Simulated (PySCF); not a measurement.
Can point charges reproduce the dipole moment of `C[SiH2][SiH2]C[C@H](C)CS`?

Coordinates (GFN2-xTB, Å) and charges (e) from the PBE0/pcSseg-1 density (PySCF):

```json
{"atom": "C1", "x": "3.929", "y": "0.989", "z": "-0.288", "Mulliken": "-0.6149", "IAO": "-0.6987", "Hirshfeld": "-0.2105", "ESP-fitted": "-0.5879"}
{"atom": "Si2", "x": "2.080", "y": "0.724", "z": "-0.621", "Mulliken": "+0.3017", "IAO": "+0.4497", "Hirshfeld": "+0.2497", "ESP-fitted": "+0.4218"}
{"atom": "Si3", "x": "1.245", "y": "-0.951", "z": "0.747", "Mulliken": "+0.3028", "IAO": "+0.4313", "Hirshfeld": "+0.2422", "ESP-fitted": "+0.2868"}
{"atom": "C4", "x": "-0.533", "y": "-1.408", "z": "0.218", "Mulliken": "-0.4523", "IAO": "-0.5175", "Hirshfeld": "-0.1556", "ESP-fitted": "-0.4969"}
{"atom": "C5", "x": "-1.434", "y": "-0.207", "z": "-0.064", "Mulliken": "-0.3905", "IAO": "-0.0861", "Hirshfeld": "-0.0256", "ESP-fitted": "+0.4471"}
{"atom": "C6", "x": "-1.598", "y": "0.674", "z": "1.169", "Mulliken": "-0.1987", "IAO": "-0.4204", "Hirshfeld": "-0.1259", "ESP-fitted": "-0.2868"}
{"atom": "C7", "x": "-2.795", "y": "-0.702", "z": "-0.549", "Mulliken": "-0.2818", "IAO": "-0.3274", "Hirshfeld": "-0.0668", "ESP-fitted": "-0.2567"}
{"atom": "S8", "x": "-3.896", "y": "0.639", "z": "-1.119", "Mulliken": "-0.1250", "IAO": "-0.0795", "Hirshfeld": "-0.0525", "ESP-fitted": "-0.3270"}
{"atom": "H9", "x": "4.341", "y": "1.771", "z": "-0.921", "Mulliken": "+0.1454", "IAO": "+0.1588", "Hirshfeld": "+0.0447", "ESP-fitted": "+0.1628"}
{"atom": "H10", "x": "4.497", "y": "0.083", "z": "-0.476", "Mulliken": "+0.1406", "IAO": "+0.1551", "Hirshfeld": "+0.0416", "ESP-fitted": "+0.1362"}
{"atom": "H11", "x": "4.105", "y": "1.277", "z": "0.744", "Mulliken": "+0.1406", "IAO": "+0.1552", "Hirshfeld": "+0.0420", "ESP-fitted": "+0.1399"}
{"atom": "H12", "x": "1.921", "y": "0.422", "z": "-2.054", "Mulliken": "-0.0531", "IAO": "-0.1091", "Hirshfeld": "-0.0812", "ESP-fitted": "-0.1233"}
{"atom": "H13", "x": "1.411", "y": "2.023", "z": "-0.427", "Mulliken": "-0.0529", "IAO": "-0.1081", "Hirshfeld": "-0.0785", "ESP-fitted": "-0.1172"}
{"atom": "H14", "x": "1.219", "y": "-0.602", "z": "2.177", "Mulliken": "-0.0395", "IAO": "-0.1058", "Hirshfeld": "-0.0785", "ESP-fitted": "-0.0961"}
{"atom": "H15", "x": "2.009", "y": "-2.208", "z": "0.679", "Mulliken": "-0.0506", "IAO": "-0.1023", "Hirshfeld": "-0.0804", "ESP-fitted": "-0.0992"}
{"atom": "H16", "x": "-1.001", "y": "-2.028", "z": "0.985", "Mulliken": "+0.1379", "IAO": "+0.1415", "Hirshfeld": "+0.0382", "ESP-fitted": "+0.1116"}
{"atom": "H17", "x": "-0.480", "y": "-2.024", "z": "-0.683", "Mulliken": "+0.1383", "IAO": "+0.1401", "Hirshfeld": "+0.0361", "ESP-fitted": "+0.1178"}
{"atom": "H18", "x": "-0.980", "y": "0.390", "z": "-0.866", "Mulliken": "+0.1463", "IAO": "+0.1182", "Hirshfeld": "+0.0285", "ESP-fitted": "-0.0629"}
{"atom": "H19", "x": "-1.924", "y": "0.077", "z": "2.018", "Mulliken": "+0.1045", "IAO": "+0.1337", "Hirshfeld": "+0.0382", "ESP-fitted": "+0.0885"}
{"atom": "H20", "x": "-0.657", "y": "1.155", "z": "1.423", "Mulliken": "+0.1312", "IAO": "+0.1357", "Hirshfeld": "+0.0347", "ESP-fitted": "+0.0416"}
{"atom": "H21", "x": "-2.341", "y": "1.447", "z": "0.985", "Mulliken": "+0.1326", "IAO": "+0.1517", "Hirshfeld": "+0.0255", "ESP-fitted": "+0.0511"}
{"atom": "H22", "x": "-3.342", "y": "-1.185", "z": "0.261", "Mulliken": "+0.1527", "IAO": "+0.1532", "Hirshfeld": "+0.0459", "ESP-fitted": "+0.1688"}
{"atom": "H23", "x": "-2.689", "y": "-1.409", "z": "-1.374", "Mulliken": "+0.1543", "IAO": "+0.1468", "Hirshfeld": "+0.0390", "ESP-fitted": "+0.0786"}
{"atom": "H24", "x": "-3.096", "y": "1.074", "z": "-2.092", "Mulliken": "+0.1307", "IAO": "+0.0838", "Hirshfeld": "+0.0487", "ESP-fitted": "+0.2014"}
```

**Question.** Form Σ q r in debye for every column and set it beside the full dipole.

**Answer.** The full density gives (1.66, -0.69, -0.14) D, 1.80 D in size; dipole vectors point from the negative to the positive end.

```csv
scheme,μx,μy,μz,size (D),share of the full size (%),angle to the full dipole (°)
Mulliken,1.06,0.33,0.56,1.24,69,50
IAO,0.75,-0.25,-0.01,0.80,44,5
Hirshfeld,0.42,-0.26,-0.27,0.56,31,26
ESP-fitted,1.68,-0.73,-0.19,1.84,102,2
```

**Question.** Which set comes closest?

**Answer.** Length of the difference vector: ESP-fitted 0.07 D, IAO 1.01 D, Hirshfeld 1.32 D, Mulliken 1.38 D. Closest: ESP-fitted. ESP charges are fitted to the potential around the molecule, whose slowest-falling term is the dipole's. 

**Question.** What is left for the Hirshfeld atoms' own dipoles?

**Answer.** The shares of the density sum to the whole, so what Σ q r misses lies in dipoles about the nuclei. The atomic dipoles sum to (1.66, -0.69, -0.14) − (0.42, -0.26, -0.27) = (1.24, -0.43, 0.13) D, 1.32 D in size.

**Question.** With the origin at the mean of the coordinates, (0.000, 0.001, -0.005) Å, which are the largest single terms, by size, of the Hirshfeld dipole along the direction of the full one?

**Answer.** C1 -3.31, Si2 +2.03, Si3 +1.69, C6 +1.10, H15 -1.02 D; all 24 atoms together +0.50 D. The single terms depend on the origin, their sum doesn't.

**Question.** Give the size of the full dipole in other units.

**Answer.** 1.80 D = 0.710 au = 0.376 e·Å = 6.02 × 10⁻³⁰ C·m.

The structure is a single GFN2-xTB conformer in the gas phase; no vibrational or solvent corrections.
